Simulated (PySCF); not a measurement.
**Nitrogen: a sound run and one with changed settings**

Sound run: N(2+) [He] 2s2 2p1, N(3+) [He] 2s2. Computed with PySCF 2.14 in cc-pVDZ-DK, with the spin-free X2C one-electron Hamiltonian (Gaussian nucleus). In the sound run the correlated levels freeze 1s2. The sound run starts from symmetry-adapted Hartree-Fock orbitals and uses a fine grid where one is needed.

A second run was set up differently.

| species | method | sound run (hartree) | changed run (hartree) | converged |
| --- | --- | --- | --- | --- |
| N(2+) | MP2 | -52.88112 | -52.88262 | yes |
| N(2+) | CCSD(T) | -52.91016 | -52.91136 | yes |
| N(3+) | MP2 | -51.14338 | -51.14497 | yes |
| N(3+) | CCSD(T) | -51.18190 | -51.18300 | yes |

Ionisation energy of N(2+):

```
 method  sound run (eV)  changed run (eV)
    UHF          47.297            47.297
    MP2          47.286            47.284
SCS-MP2          47.229            47.224
   CCSD          47.014            47.016
CCSD(T)          47.028            47.031
```

Question: What was changed?
A. level shift left on
B. minimal basis
C. all electrons correlated in a valence basis
D. a valence shell is frozen

Answer: C. A valence basis has no tight correlating functions, so it recovers only part of the core correlation, and not evenly between atom and ion.
